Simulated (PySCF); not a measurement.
Rb(Cl) cation (ClRb), SMILES [Cl][Rb] (connectivity only; charge and spin as stated), charge +1, multiplicity 2. Atoms are numbered in the order given.

```xyz
2

Rb     0.0000     0.0000    -1.2238
Cl     0.0000     0.0000     2.6637
```
Charge +1, spin multiplicity 2.

Coordinates come from a B3LYP-D3(BJ)/def2-TZVPD optimisation. The spin state was assumed, not searched. The def2 effective core potentials stand for the cores of Rb; spin–orbit coupling is left out.

All values below come from C-PCM-PBE0/def2-TZVPD run with PySCF.

The values are the electrostatic part of the solvation free energy, E(continuum) − E(gas) at the gas-phase geometry, in a cavity of scaled van der Waals radii (PySCF's table); cavitation and dispersion terms are not included. A continuum can't describe solvent molecules that bind to the metal.

```json
[
 {"solvent": "water", "ε": "78.36", "ΔG(elec) (kcal/mol)": "-44.6"},
 {"solvent": "1-octanol", "ε": "9.86", "ΔG(elec) (kcal/mol)": "-40.6"},
 {"solvent": "n-hexane", "ε": "1.88", "ΔG(elec) (kcal/mol)": "-21.1"}
]
```
